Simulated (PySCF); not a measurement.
C4H5FO3Si.
Numbering: `[O:1]=[CH:2][O:3][C@@H:4]1[CH:5]=[C:6]([F:7])[SiH2:8][O:9]1`

Cartesian coordinates in Å at the GFN2-xTB level; atoms count from 1:
```
atom  x, y, z in Å
O1     3.0735   -0.6305   -0.7105
C2     2.6879    0.0976    0.1499
O3     1.4372    0.4791    0.3807
C4     0.4048   -0.0913   -0.4267
C5    -0.6255    0.9633   -0.6927
C6    -1.8032    0.6947   -0.1430
F7    -2.8588    1.5131   -0.2526
Si8   -1.7127   -0.9683    0.7644
O9    -0.1606   -1.1588    0.2554
H10    3.3376    0.5943    0.8897
H11    0.8704   -0.4737   -1.3482
H12   -0.3512    1.8379   -1.2564
H13   -2.5058   -2.0245    0.1555
H14   -1.7943   -0.8333    2.2124
```

Definitions: NICS(0) = −σiso at the ring centroid; NICS(1) = −σiso and NICS(1)zz = −σzz at ±1 Å along the ring normal z. Level: GIAO PBE0/pcSseg-1 (PySCF, non-relativistic, gas phase) on the GFN2-xTB geometry, one conformer.

Ring bond lengths (Å), with Mayer bond orders in brackets: C4–C5 1.498 (1.05), C5–C6 1.327 (1.79), C6–Si8 1.897 (0.86), Si8–O9 1.645 (0.96), O9–C4 1.387 (0.94).

Question: Give the NICS values of each ring in ppm.

Answer: 
```tsv
ring	type	NICS(0)	NICS(1), two faces	NICS(1)zz, two faces	rms pucker (Å)	centre to ring atoms, mean (Å)
C4–C5–C6–Si8–O9	5-membered ring with O and Si; formal bonds 1 double, 4 single	-5.7	-3.4 / -2.8	-3.6 / -1.9	0.03	1.31
```

Question: What can be read from them?

Answer: 
- C4–C5–C6–Si8–O9: mean NICS(1)zz -2.8 ppm, near zero. C4, Si8 have four or more neighbours, so the value isn't read as a sign of a π ring current.

Question: What field does 11.7 T along the ring normal induce along that normal at the first NICS(1) probe listed for ring C4–C5–C6–Si8–O9, 1 Å off the ring?

Answer: NICSzz × B0 = -3.6 ppm × 11.7 T = -42 μT, against the applied field.

Question: How shielded are the nuclei of the rings and their hydrogens (means over atoms taken as equivalent)?

Answer: 
```tsv
atoms	environment	σ isotropic (ppm)	principal values of the symmetric part, first atom (ppm)
C4	sp3 carbon bearing two oxygens	92.1	61.5, 91.9, 122.8
C5	alkene CH carbon	55.9	-55.3, 79.1, 144.0
C6	vinylic C–F carbon	5.0	-88.6, 45.9, 57.6
Si8	oxygen-bound silicon	371.8	321.8, 360.3, 433.3
O9	silyl ether oxygen	271.8	188.8, 301.2, 325.5
H11	methine hydrogen	24.15	20.9, 23.3, 28.2
H12	vinylic hydrogen	25.42	23.7, 24.8, 27.8
H13	Si–H hydrogen	26.53	23.1, 24.3, 32.2
H14	Si–H hydrogen	26.30	23.0, 24.2, 31.7
```
